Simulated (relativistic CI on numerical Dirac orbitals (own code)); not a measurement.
# Sb⁴³⁺: sensitivity of the levels to the model

Base calculation: Dirac-Coulomb-Breit CI, orbitals from a KLI potential per configuration, a model potential for QED, unscaled Slater integrals.

Configuration list (outside the closed core 1s2): 2s2 2p4, 2s 2p5, 2p6, 2p5 3s, 2p5 3p, 2p5 3d, 2s2 2p3 3s, 2s2 2p3 3p, 2s2 2p3 3d, 2s 2p4 3s, 2s 2p4 3p, 2s 2p4 3d, 2s2 2p3 4s, 2s2 2p3 4p, 2s2 2p3 4d, 2s2 2p3 4f, 2s 2p4 4s, 2s 2p4 4p, 2s 2p4 4d, 2s 2p4 4f, 2s2 2p2 3s2, 2s2 2p2 3s 3p, 2s2 2p3 5s, 2s2 2p3 5p, 2s2 2p3 5d, 2s2 2p3 5f, 2s2 2p3 5g, 2s2 2p2 3s 3d, 2s2 2p2 3p2, 2s2 2p2 3p 3d, 2s 2p3 3s2, 2s2 2p2 3d2, 2s 2p3 3s 3p, 2s 2p3 3s 3d, 2s 2p3 3p2, 2s 2p4 5s. Levels of other configurations are missing.

The lowest level and the first level of each name with at least 55 % of one term (blank where a level has no safe partner in the second run):

| Level | Base (eV) | Shift (eV) |
| --- | --- | --- |
| 2s2 2p4 3P_2 | 0.00 | 0.00 |
| 2s2 2p4 1S_0 | 34.93 | 0.00 |
| 2s2 2p4 3P_1 | 258.22 | 0.00 |
| 2s2 2p4 1D_2 | 274.48 | 0.00 |
| 2s 2p5 3P°_2 | 500.51 | +0.28 |
| 2s2 2p4 3P_0 | 545.40 | 0.00 |
| 2s 2p5 3P°_0 | 766.20 | +0.28 |
| 2p6 1S_0 | 1081.95 | +0.46 |
| 2s2 2p3 3p 3P_0 | 4113.03 | +1.59 |
| 2s2 2p3 3d 3P°_0 | 4165.28 | +1.22 |
| 2s2 2p3 3s 1D°_2 | 4205.44 | +1.44 |
| 2s2 2p3 3s 3P°_0 | 4228.54 | +1.45 |
| 2s2 2p3 3s 3P°_1 | 4231.65 | +1.44 |
| 2s2 2p3 3p 3D_1 | 4297.46 | +1.59 |
| 2s2 2p3 3p 3F_4 | 4345.09 | +1.59 |
| 2s 2p4 3s 5P_3 | 4387.40 | +1.68 |
| 2s 2p4 3s 3P_2 | 4405.38 | +1.68 |
| 2s2 2p3 3d 3D°_3 | 4424.47 | +1.22 |

At this charge energies of transitions that change n are usually good to better than 1 %, and those within a shell (Δn = 0) to a few per cent.

(1) One thing was changed in a second run, which moved the levels as shown. Which?
A. QED terms removed
B. P86 correlation estimate
C. Breit term removed
D. configuration mixing switched off

Results:

(1) B. P86 correlation estimate. A correlation estimate moves all levels of a configuration together before mixing; mixed levels move by a weighted share.

LS names give the leading component of a level, which can be under half, so a name can repeat, a term be missing and a line seem to break the LS rules.
